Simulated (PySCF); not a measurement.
Fill in the blanks.

Species: neo-PeOMe, C6H14O.
SMILES with atom numbers: `[CH3:1][O:2][CH2:3][C:4]([CH3:5])([CH3:6])[CH3:7]` (hydrogens: H8, H9, H10 on C1; H11, H12 on C3; H13, H14, H15 on C5; H16, H17, H18 on C6; H19, H20, H21 on C7)

Geometry (PBE0-D3(BJ)/def2-SVP, Å), atoms numbered from 1 in this order:
```
atom  x, y, z in Å
C1     2.2969    0.3183    0.4002
O2     0.9962   -0.1682    0.3352
C3     0.0548    0.7937   -0.0356
C4    -1.3376    0.1687   -0.1109
C5    -1.3363   -0.9447   -1.1595
C6    -2.3279    1.2621   -0.5090
C7    -1.7115   -0.4045    1.2571
H8     2.4021    1.1274    1.1508
H9     2.9574   -0.5116    0.6880
H10    2.6405    0.7180   -0.5752
H11    0.3181    1.2323   -1.0225
H12    0.0482    1.6311    0.6953
H13   -0.5898   -1.7114   -0.9080
H14   -1.0924   -0.5472   -2.1580
H15   -2.3247   -1.4266   -1.2209
H16   -2.3388    2.0821    0.2270
H17   -2.0789    1.6920   -1.4926
H18   -3.3493    0.8558   -0.5712
H19   -0.9839   -1.1672    1.5691
H20   -1.7260    0.3848    2.0260
H21   -2.7110   -0.8660    1.2280
```

```csv
property,level,value
point group,PBE0-D3(BJ)/def2-SVP,Cs
"rotational constants A, B, C",PBE0-D3(BJ)/def2-SVP,?
dipole moment,B3LYP/def2-SVPD,1.02 D
HOMO energy,B3LYP/def2-SVPD,-7.21 eV
LUMO energy,B3LYP/def2-SVPD,?
lowest singlet excitation,TDDFT B3LYP/def2-SVPD,?
strongest line among the 10 lowest singlet transitions,TDDFT B3LYP/def2-SVPD,?
lowest triplet excitation (Tamm–Dancoff),TDA B3LYP/def2-SVPD,?
static isotropic polarisability,B3LYP/def2-SVPD,82.0 au
vertical ionisation energy,ΔSCF B3LYP/def2-SVPD,9.61 eV
electronic spatial extent ⟨r²⟩ about the centre of nuclear charge,B3LYP/def2-SVPD,971 bohr²
largest of the computed one-bond spin–spin couplings (means over like bonds),"B3LYP/pcJ-1, spin–dipole term left out","13C–1H +144.6 (C1–H8 and 2 like it), 13C–1H +141.9 (C3–H11 and 1 like it), 13C–1H +132.4 (C5–H13 and 8 like it), 13C–13C +39.9 (C3–C4), 13C–13C +36.4 (C4–C5 and 2 like it), 17O–13C +22.9 (O2–C3), 17O–13C +22.8 (O2–C1) Hz"
core binding energies,"ΔSCF SCAN, pcX-2 on the ionised atom, pcseg-1 elsewhere, spin-free X2C","C1s 290.1 (C5/C6/C7), C1s 290.5 (C4), C1s 291.7 (C3), C1s 292.1 (C1), O1s 538.2 (O2) eV"
```

The electronic properties come from PySCF, for the isolated species, density fitting.

**Question.** What is the LUMO energy?

**Answer.** 0.35 eV.

**Question.** What is the lowest singlet excitation?

**Answer.** 6.66 eV (186 nm, f = 0.027).

**Question.** What is the strongest line among the 10 lowest singlet transitions?

**Answer.** S7 at 8.42 eV (147 nm, f = 0.074).

**Question.** The rotational constants A, B, C?

**Answer.** 4.225, 1.546, 1.534 GHz.

**Question.** The lowest triplet excitation (Tamm–Dancoff)?

**Answer.** 6.53 eV.

With B = h/(8π²I), that is 505.379 GHz u Å² over I, the principal moments of inertia are 119.6, 326.8 and 329.5 u Å² (most abundant isotopes). The largest Löwdin shares of the HOMO are 0.58 on O2, 0.10 on C3 and 0.10 on C1. The vertical singlet–triplet gap S1 − T1 is 0.13 eV (TDDFT singlet less Tamm–Dancoff triplet; S1: HOMO→LUMO, weight 0.94; T1: HOMO→LUMO, weight 0.89). The 10 singlets span 6.66 to 8.52 eV, and their oscillator strengths add up to 0.29. The dipole matches unit charges of opposite sign 0.21 Å apart (1 e·Å = 4.8032 D).

For the spin–spin coupling job (B3LYP/pcJ-1), hardware: x86-64 server, one thread (shared host). Cost: 1.9 min.

One conformer stands for the species.
